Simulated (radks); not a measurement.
Results of a calculation; reference values are marked as such.
Problem. These are the eigenvalues of the occupied orbitals of an atom or ion with whole-number occupations (hartree). Code: a radial shooting solver on a logarithmic mesh with Libxc functionals. Model: scalar-relativistic Kohn-Sham, SCAN, spin-polarised, spherical densities, finite nucleus; meta-GGA in the generalised Kohn-Sham scheme; Fermi nuclear charge, rms radius of each element as measured or else 0.836 A^(1/3) + 0.57 fm.

1s up: -406.4309
1s down: -406.4305
2s up: -53.37053
2s down: -53.32479
2p up: -46.86361
2p down: -46.82956
3s up: -8.78606
3s down: -8.71685
3p up: -6.76000
3p down: -6.69031
3d up: -3.45180
3d down: -3.37752
4d up: -1.07919

Which element is it, and in what charge state? The configuration may be excited. Open shells, if any, are filled with parallel spins first.

Solution. Z = 32, germanium, charge +4: Ge4+ in [Ar] 3d9 4d1. The list shows which subshells hold electrons but not how many an open one holds; the 1s level, -406.43 hartree, gives Z - s = 28.5 by -(Z - s)^2/2, which with screening and relativity narrows Z to a few neighbours, and the depths of the outer levels then fix element, charge and occupations together.
